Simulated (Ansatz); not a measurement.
Species: oxosilane, sum formula H$_{2}$SiO, net charge 0, singlet state. 
Structure (B3LYP-D3(BJ)/def2-TZVP (Ansatz, a quantum-chemistry and plane-wave program) minimum search):
```xyz
4

Si     0.0729    -0.4313    -0.0029
O     -0.1804     1.0669     0.0071
H     -0.9986    -1.4531    -0.0255
H      1.4209    -1.0442     0.0090
```

Basis-set convergence of Hartree-Fock and CCSD(T) correlation energies (hartree) with Ansatz. Valence correlation only, unless marked. No spin-orbit coupling. Non-relativistic.

```
basis            functions       E(HF)  E(corr, CCSD(T))
---------------  ---------  ----------  ----------------
aug-cc-pV(D+d)Z         73  -364.95287          -0.33251
aug-cc-pV(T+d)Z        147  -364.98940          -0.39551
aug-cc-pV(Q+d)Z        261  -364.99771          -0.41664
```

Extrapolating the two largest sets (X = 3 and 4) as X^-3: E(corr) = (64·(-0.41664) - 27·(-0.39551))/37 = -0.4321 Eh, an estimate of the basis-set limit. The largest set recovers 96.4 % of it, the smallest 77.0 %.
